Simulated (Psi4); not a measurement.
Here is a job for Psi4.
```
memory 2 GB

molecule {
-1 2
  Ge    0.18961606    0.14465705    0.11687467
  Cl   -0.81013033    2.36575078   -0.06066118
  Cl    2.01410151   -1.47877166    0.11574629
  Cl   -1.55983724   -1.16332174   -0.38022513
  H    -0.01799083    0.06879887    1.78739072
}

set basis pcseg-1
set reference uhf

energy('scf')
print_variables()
```

Question: What number of basis functions does HF/pcseg-1 in Psi4 give?

Answer: 86

Question: Predict the <S^2> from HF/pcseg-1.

Answer: 0.763

Question: What is the computed total energy (HF/pcseg-1)?

Answer: -3454.2314 Eh

Question: Give the nuclear repulsion energy at the level HF/pcseg-1.

Answer: 499.7486 Eh

A gas-phase anion may not be bound at this level; its values then depend on the basis.

These values belong to the state on which the SCF converged, which isn't shown to be the lowest.
